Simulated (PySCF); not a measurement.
C6H12, singlet, at a GFN2-xTB geometry; DF-B3LYP/pcseg-1 run with PySCF.

Here is a job for PySCF.
```python
from pyscf import gto, scf, dft

mol = gto.M(
    atom='''
C     1.14929940    0.81102915    1.93871989
C     1.23591749    0.89970530    0.62507657
C     1.14931979   -0.25929408   -0.31494378
C     0.03899498   -0.06653813   -1.35375854
C    -1.35166405    0.07443137   -0.73412769
C    -1.83910298   -1.20211654   -0.05933495
H     1.21977277    1.67480588    2.57811485
H     1.00894583   -0.13586122    2.43489031
H     1.37584394    1.86447374    0.15296862
H     2.10230199   -0.35355000   -0.84540726
H     0.98686603   -1.18135686    0.24403825
H     0.25597623    0.83270686   -1.93597373
H     0.04295315   -0.91595126   -2.04098536
H    -2.05620919    0.34813103   -1.52353944
H    -1.33735879    0.88643569   -0.00388049
H    -1.22303767   -1.44618835    0.80173294
H    -2.86387100   -1.07903959    0.28386523
H    -1.80877121   -2.03790850   -0.75561281
''',
    basis='pcseg-1',
    verbose=4,
    max_memory=1800,
)

mf = dft.RKS(mol)
mf.xc = 'b3lyp'
mf = mf.density_fit(auxbasis='def2-universal-jkfit')
mf.kernel()
```

What the program printed (banner, timings and long lists left out):

```
PySCF version 2.14.0

[INPUT] verbose = 4
[INPUT] num. atoms = 18
[INPUT] num. electrons = 48
[INPUT] charge = 0
[INPUT] spin (= nelec alpha-beta = 2S) = 0
[INPUT] symmetry False subgroup None
[INPUT] Mole.unit = angstrom
[INPUT] Symbol           X                Y                Z      unit          X                Y                Z       unit  Magmom
[INPUT]  1 C      1.149299400000   0.811029150000   1.938719890000 AA    2.171861101127   1.532622972539   3.663649624347 Bohr   0.0
[INPUT]  2 C      1.235917490000   0.899705300000   0.625076570000 AA    2.335545568660   1.700196609820   1.181223524183 Bohr   0.0
[INPUT]  3 C      1.149319790000  -0.259294080000  -0.314943780000 AA    2.171899632643  -0.489994796921  -0.595157488835 Bohr   0.0
[INPUT]  4 C      0.038994980000  -0.066538130000  -1.353758540000 AA    0.073689832433  -0.125738842541  -2.558232879391 Bohr   0.0
[INPUT]  5 C     -1.351664050000   0.074431370000  -0.734127690000 AA   -2.554274866920   0.140654904376  -1.387300274560 Bohr   0.0
[INPUT]  6 C     -1.839102980000  -1.202116540000  -0.059334950000 AA   -3.475400947071  -2.271671030410  -0.112126805115 Bohr   0.0
[INPUT]  7 H      1.219772770000   1.674805880000   2.578114850000 AA    2.305036469502   3.164924425011   4.871930984174 Bohr   0.0
[INPUT]  8 H      1.008945830000  -0.135861220000   2.434890310000 AA    1.906631293222  -0.256740496749   4.601275829257 Bohr   0.0
[INPUT]  9 H      1.375843940000   1.864473740000   0.152968620000 AA    2.599968236743   3.523344735044   0.289068797453 Bohr   0.0
[INPUT] 10 H      2.102301990000  -0.353550000000  -0.845407260000 AA    3.972774992228  -0.668112671340  -1.597588185119 Bohr   0.0
[INPUT] 11 H      0.986866030000  -1.181356860000   0.244038250000 AA    1.864906518337  -2.232440920776   0.461165456418 Bohr   0.0
[INPUT] 12 H      0.255976230000   0.832706860000  -1.935973730000 AA    0.483724969099   1.573587907447  -3.658460134053 Bohr   0.0
[INPUT] 13 H      0.042953150000  -0.915951260000  -2.040985360000 AA    0.081169689687  -1.730897024850  -3.856903354647 Bohr   0.0
[INPUT] 14 H     -2.056209190000   0.348131030000  -1.523539440000 AA   -3.885672223914   0.657872302163  -2.879072281573 Bohr   0.0
[INPUT] 15 H     -1.337358790000   0.886435690000  -0.003880490000 AA   -2.527241843380   1.675120681140  -0.007333063329 Bohr   0.0
[INPUT] 16 H     -1.223037670000  -1.446188350000   0.801732940000 AA   -2.311206236326  -2.732899906037   1.515055681642 Bohr   0.0
[INPUT] 17 H     -2.863871000000  -1.079039590000   0.283865230000 AA   -5.411931846084  -2.039089302663   0.536427540987 Bohr   0.0
[INPUT] 18 H     -1.808771210000  -2.037908500000  -0.755612810000 AA   -3.418082208898  -3.851088931923  -1.427901267113 Bohr   0.0

nuclear repulsion = 239.094403227285
number of shells = 42
number of NR pGTOs = 234
number of NR cGTOs = 144
basis = pcseg-1
ecp = {}

******** <class 'pyscf.df.df_jk.DFRKS'> ********
method = DFRKS
initial guess = minao
damping factor = 0
level_shift factor = 0
DIIS = <class 'pyscf.scf.diis.CDIIS'>
diis_start_cycle = 1
diis_space = 8
diis_damp = 0
SCF conv_tol = 1e-09
SCF conv_tol_grad = None
SCF max_cycles = 50
direct_scf = False
XC library pyscf.dft.libxc version 7.1.2
    S. Lehtola, C. Steigemann, M. J. T. Oliveira, and M. A. L. Marques,  SoftwareX 7, 1–5 (2018)
XC functionals = b3lyp
    P. J. Stephens, F. J. Devlin, C. F. Chabalowski, and M. J. Frisch,  J. Phys. Chem. 98, 11623 (1994)
radial grids:
    Treutler-Ahlrichs [JCP 102, 346 (1995); DOI:10.1063/1.469408] (M4) radial grids

becke partition: Becke, JCP 88, 2547 (1988); DOI:10.1063/1.454033
pruning grids: <function nwchem_prune>
grids dens level: 3
symmetrized grids: False
atomic radii adjust function: <function treutler_atomic_radii_adjust>
small_rho_cutoff = 0
Set gradient conv threshold to 3.16228e-05
Initial guess from minao.
tot grids = 202408
******** <class 'pyscf.df.df.DF'> ********
auxbasis = def2-universal-jkfit
init E= -236.154717487841
  HOMO = -0.313720783346449  LUMO = -0.0749697317422373  gap/eV = 6.49675
cycle= 1 E= -235.748520558204  delta_E= 0.406  |g|= 0.444  |ddm|= 3.91
  HOMO = -0.198354286185307  LUMO = 0.0588710111220374  gap/eV = 6.99946
cycle= 2 E= -235.729217231504  delta_E= 0.0193  |g|= 0.528  |ddm|= 0.975
  HOMO = -0.261407118403136  LUMO = 0.0100988162060358  gap/eV = 7.38805
cycle= 3 E= -235.805412206746  delta_E= -0.0762  |g|= 0.0375  |ddm|= 0.545
  HOMO = -0.264041999052087  LUMO = 0.0085416057970491  gap/eV = 7.41738
cycle= 4 E= -235.805615606823  delta_E= -0.000203  |g|= 0.0232  |ddm|= 0.0599
  HOMO = -0.262623797487419  LUMO = 0.00961004575655533  gap/eV = 7.40786
cycle= 5 E= -235.805736130442  delta_E= -0.000121  |g|= 0.00899  |ddm|= 0.0273
  HOMO = -0.262557357552753  LUMO = 0.00973516732279123  gap/eV = 7.40946
cycle= 6 E= -235.80575658343  delta_E= -2.05e-05  |g|= 0.00215  |ddm|= 0.01
  HOMO = -0.262767426254435  LUMO = 0.00952727781951923  gap/eV = 7.40952
cycle= 7 E= -235.805757799429  delta_E= -1.22e-06  |g|= 0.000264  |ddm|= 0.00225
  HOMO = -0.262749387724068  LUMO = 0.00954407558775072  gap/eV = 7.40948
cycle= 8 E= -235.805757817725  delta_E= -1.83e-08  |g|= 4.61e-05  |ddm|= 0.000397
  HOMO = -0.26274724245025  LUMO = 0.00954664426094576  gap/eV = 7.40949
cycle= 9 E= -235.805757818157  delta_E= -4.31e-10  |g|= 2.3e-05  |ddm|= 6.36e-05
  HOMO = -0.262749390053989  LUMO = 0.00954488383784113  gap/eV = 7.40950
Extra cycle  E= -235.805757818085  delta_E= 7.16e-11  |g|= 2.86e-05  |ddm|= 4.36e-05
converged SCF energy = -235.805757818085
```
